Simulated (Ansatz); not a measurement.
Ideal-gas functions of `[CH3][Al]([OH])[SH]` at 500 K and 1 bar, from an Ansatz frequency run at PBE0-D4/def2-TZVP.

Molar mass 92.1 g/mol, point group Cs (symmetry number 1), electronic degeneracy 1, moments of inertia 88.61, 169.857, 255.349 u Å². Harmonic wavenumbers (cm⁻¹, unscaled): 35, 145, 192, 204, 235, 361, 442, 596, 622, 668, 682, 716, 883, 1221, 1443, 1443, 2711, 3046, 3124, 3140, 3966.

Use S(trans) = R[1.5 ln M + 2.5 ln T − 1.1517]; rotational temperatures θ = 24.2544 K / I; S(rot) = R[ln(√π/σ · √(T³/θAθBθC)) + 1.5]; for each mode x = 1.438777 ν̃/T, S = R[x/(eˣ − 1) − ln(1 − e⁻ˣ)] and H = RT x/(eˣ − 1); 1 cm⁻¹ = 0.0119627 kJ/mol; R = 8.31446 J/(mol·K).

By hand: the entropy, in J/(mol·K).

Translation 176.0. Rotation: θ = 0.2737, 0.1428, 0.095 K, giving 118.0. Vibration, mode by mode: 27.40, 15.64, 13.35, 12.86, 11.72, 8.36, 6.85, 4.78, 4.50, 4.05, 3.93, 3.63, 2.49, 1.15, 0.68, 0.68, 0.03, 0.01, 0.01, 0.01, 0.00, in all 122.2. Electronic 0.0. Sum 416.2 J/(mol·K).

By hand: H − E and G − E in kJ/mol, counted from the electronic energy.

Zero-point energy ½ × 25875 × 0.0119627 = 154.8; thermal vibration 29.7; translation, rotation and pV give 4 RT = 16.6. H − E = 201.1 kJ/mol, and G − E = 201.1 − 500 × 416.2/1000 = -7.0 kJ/mol.

Vibration gives 29 % of the entropy, 43.0 J/(mol·K) of it from the modes under 150 cm⁻¹: soft modes count most, and the harmonic formula is weakest for them. The sum counts one conformer and one mirror image; others add a mixing term.
